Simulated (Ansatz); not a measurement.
Ansatz (a quantum-chemistry and plane-wave program) input (B3LYP-D3(BJ)/def2-TZVP):

Ansatz 0.2 input:
```yaml
crystal:
  periodic: [false, false, false]
  atoms:
    - {symbol: As, position_ang: [-0.00000000, -0.00000000, -1.10258261]}
    - {symbol: As, position_ang: [0.00000000, 0.00000000, 1.10258261]}
basis:
  gaussian:
    orbitals: def2-TZVP
hamiltonian:
  xc: b3lyp
  dispersion: d3bj
total_charge: -1
magnetization: {spin_polarized: true, initial_magnetization: 1}
phonons: {temperatures: {t_min: 298.15, t_max: 298.15, t_step: 100}}
```

Output:

```
Functional definition: B3LYP
integrals: 0.04 GiB planned
662 factors; integrals over basis functions are off by at most 2.3e-4 eV
mean field: 0.58 GiB planned
mean field evaluation 1: about -121685.2184 eV, gradient 1.8e1 eV
mean field evaluation 2: about -121685.1465 eV, gradient 1.9e1 eV
mean field evaluation 4: about -121685.6932 eV, gradient 2.3e-1 eV
mean field evaluation 8: about -121685.7210 eV, gradient 2.0e-3 eV
mean field evaluation 16: about -121685.6209 eV, gradient 3.4e0 eV
mean field -121685.72102302 eV, -4471.8677660517 hartree, gradient 2.5e-5 eV, S^2 0.753379; 2 other end points of the search recorded, 0 dependent functions left out
the calculation of the forces begins
reference -121685.72118901 eV, -4471.8677721519 hartree; 34, 33 occupied and 62, 63 virtual orbitals, 662 factors
these checks for a lower state are left out or cut short: stability, starts, cluster_reference, orbital_swaps, neighbouring_geometries, increment
integrals: 0.04 GiB planned
662 factors; integrals over basis functions are off by at most 2.3e-4 eV
mean field: 0.58 GiB planned
mean field evaluation 32: about -121685.7210 eV, gradient 4.8e-5 eV
mean field -121685.72102302 eV, -4471.8677660519 hartree, gradient 2.0e-6 eV, S^2 0.753379; 0 other end points of the search recorded, 0 dependent functions left out
the calculation of the forces begins
reference -121685.72118901 eV, -4471.8677721520 hartree; 34, 33 occupied and 62, 63 virtual orbitals, 662 factors
these checks for a lower state are left out or cut short: stability, starts, cluster_reference, orbital_swaps, neighbouring_geometries, increment
integrals: 0.04 GiB planned
662 factors; integrals over basis functions are off by at most 2.3e-4 eV
mean field: 0.58 GiB planned
mean field -121685.72102302 eV, -4471.8677660519 hartree, gradient 1.9e-6 eV, S^2 0.753379; 0 other end points of the search recorded, 0 dependent functions left out
the calculation of the forces begins
reference -121685.72118901 eV, -4471.8677721520 hartree; 34, 33 occupied and 62, 63 virtual orbitals, 662 factors
these checks for a lower state are left out or cut short: stability, starts, cluster_reference, orbital_swaps, neighbouring_geometries, increment
integrals: 0.04 GiB planned
662 factors; integrals over basis functions are off by at most 2.3e-4 eV
mean field: 0.58 GiB planned
mean field -121685.72102302 eV, -4471.8677660519 hartree, gradient 1.0e-6 eV, S^2 0.753379; 0 other end points of the search recorded, 0 dependent functions left out
the calculation of the forces begins
reference -121685.72118901 eV, -4471.8677721520 hartree; 34, 33 occupied and 62, 63 virtual orbitals, 662 factors
these checks for a lower state are left out or cut short: stability, starts, cluster_reference, orbital_swaps, neighbouring_geometries, increment
integrals: 0.04 GiB planned
662 factors; integrals over basis functions are off by at most 2.3e-4 eV
mean field: 0.58 GiB planned
mean field -121685.72102302 eV, -4471.8677660519 hartree, gradient 1.1e-6 eV, S^2 0.753379; 0 other end points of the search recorded, 0 dependent functions left out
the calculation of the forces begins
reference -121685.72118901 eV, -4471.8677721520 hartree; 34, 33 occupied and 62, 63 virtual orbitals, 662 factors
these checks for a lower state are left out or cut short: stability, starts, cluster_reference, orbital_swaps, neighbouring_geometries, increment
integrals: 0.04 GiB planned
662 factors; integrals over basis functions are off by at most 2.3e-4 eV
mean field: 0.58 GiB planned
mean field -121685.72095420 eV, -4471.8677635229 hartree, gradient 1.2e-6 eV, S^2 0.753379; 0 other end points of the search recorded, 0 dependent functions left out
the calculation of the forces begins
reference -121685.72112016 eV, -4471.8677696218 hartree; 34, 33 occupied and 62, 63 virtual orbitals, 662 factors
these checks for a lower state are left out or cut short: stability, starts, cluster_reference, orbital_swaps, neighbouring_geometries, increment
integrals: 0.04 GiB planned
662 factors; integrals over basis functions are off by at most 2.3e-4 eV
mean field: 0.58 GiB planned
mean field evaluation 64: about -121685.6933 eV, gradient 1.9e-1 eV
mean field -121685.72096980 eV, -4471.8677640959 hartree, gradient 1.1e-6 eV, S^2 0.753380; 0 other end points of the search recorded, 0 dependent functions left out
the calculation of the forces begins
reference -121685.72113582 eV, -4471.8677701973 hartree; 34, 33 occupied and 62, 63 virtual orbitals, 662 factors
Total energy: -121685.81708668 eV, -4471.8712963262 hartree
Atom 0 at    -0.000000    -0.000000    -1.102583 Å, force    -0.000000     0.000000    -0.000041 eV/Å
Atom 1 at     0.000000     0.000000     1.102583 Å, force     0.000000     0.000000     0.000041 eV/Å
Dipole moment:     0.000000    -0.000000    -0.000000 e Å
Vibrations: 376.56 cm⁻¹, zero-point energy 0.023344 eV
```
